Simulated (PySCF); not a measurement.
**Gas-phase XPS of `[SiH3][AsH][SiH3]`, computed**

Species: AsH7Si2.
Z-matrix (Å and degrees, PBE0-D3(BJ)/def2-SVP geometry), rows numbered from 1:
```
Si
As  1  2.3692
Si  2  2.3827  1   92.69
H   1  1.4949  2  113.06  3    47.90
H   1  1.4942  2  107.23  3   -72.12
H   1  1.4942  2  109.35  3   169.64
H   2  1.5253  1   92.35  3   -92.94
H   3  1.4933  2  110.27  1  -107.13
H   3  1.4934  2  109.07  1   133.17
H   3  1.4965  2  111.23  1    13.86
```

Method: delta-SCF UKS SCAN, pcX-2 on the ionised atom, pcseg-1 elsewhere, spin-free X2C in PySCF. Each binding energy is the total energy of the core-ionised species, with the hole localised on one atom, minus that of the ground state; both are solved self-consistently, so orbital relaxation is included.

Problem. Give the core binding energies atom by atom.

Solution. 
| atom(s) | bonded to | level | binding energy (eV) | 2p1/2 (eV) | count |
| --- | --- | --- | --- | --- | --- |
| Si1/Si3 | 3 H and As | Si 1s | 1846.46 | – | 2 |
| Si1/Si3 | 3 H and As | Si 2p3/2 | 106.71 | 107.33 | 2 |

Problem. Which photon energy gives electrons from Si 2p3/2 of Si1/Si3 a kinetic energy of 100 eV, and what is their de Broglie wavelength?

Solution. hν = 106.71 + 100 = 206.71 eV, recoil neglected; λ = 12.264 Å/√(E/eV) = 1.23 Å.

Problem. Which photon wavelength matches the Si 2p3/2 of Si1/Si3 threshold?

Solution. λ = hc/E = 12398.42 eV Å / 106.71 eV = 116.188 Å.

Topologically equivalent atoms share the value of their first member; where this conformer doesn't relate them by symmetry, their own values could differ. For 2p shells one spin-free hole was relaxed; a mean-field spin–orbit operator and the ground-state splitting of the three 2p orbitals were then diagonalised within the shell. The shell's mean is (2 × 2p3/2 + 2p1/2)/3, and the degeneracies 2j + 1 give areas of 2:1. 2p1/2 minus 2p3/2 (ligand field included): Si 0.62 eV. No level of arsenic is listed. Geometry: PBE0-D3(BJ)/def2-SVP; no solvent, vibrations or thermal averaging.

Hardware: one thread of an Arm Neoverse V1, no GPU, on a shared host. Cost: 12 s.
